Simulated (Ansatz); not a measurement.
`OBB(O)F`, 8 atoms. Total charge 0; spin multiplicity 1. All runs use 2 threads of an INTEL XEON PLATINUM 8581C on a shared host. Correlated methods freeze the cores.

Question: Give the basis size and wall time and peak host memory of each of these runs in Ansatz. RKS LC-ωPBE/def2-TZVPP energy; RHF-MP2/def2-QZVPP energy; direct RPA on PBE orbitals/def2-TZVPP energy; RKS PBE0-D4/def2-SVP energy; RKS r2SCANh-D4/def2-TZVPP energy; RKS CAM-B3LYP-D4/def2-TZVPP energy; RHF-CCSD(T)/def2-TZVPP energy; RKS ωB97M-V/def2-SVP energy; RKS r2SCAN-D4/def2-TZVPP energy and forces; RHF-CCSD(T)/def2-SVP energy; RKS PBE0-D4/def2-TZVP frequencies; RKS PBE0-D4/def2-TZVP relaxation (8 steps). (An estimate is asked.)

Answer: Ansatz gave: Other jobs shared the machine, so times are rough.

```csv
level,job,functions,wall time,peak host memory (GiB)
RKS PBE0-D4/def2-SVP,energy,85,0.65 s,0.17
RKS LC-ωPBE/def2-TZVPP,energy,197,1.8 s,0.28
RKS CAM-B3LYP-D4/def2-TZVPP,energy,197,2.1 s,0.43
RKS ωB97M-V/def2-SVP,energy,85,2.3 s,0.23
RKS r2SCAN-D4/def2-TZVPP,energy and forces,197,2.6 s,0.23
RKS r2SCANh-D4/def2-TZVPP,energy,197,2.9 s,0.41
RHF-CCSD(T)/def2-SVP,energy,85,3 s,0.32
direct RPA on PBE orbitals/def2-TZVPP,energy,197,3.7 s,0.4
RHF-MP2/def2-QZVPP,energy,375,13 s,1.6
RKS PBE0-D4/def2-TZVP,relaxation (8 steps),173,19 s,0.35
RHF-CCSD(T)/def2-TZVPP,energy,197,51 s,2.6
RKS PBE0-D4/def2-TZVP,frequencies,173,72 s,0.36
```

LC-ωPBE has ω = 0.4 bohr⁻¹.
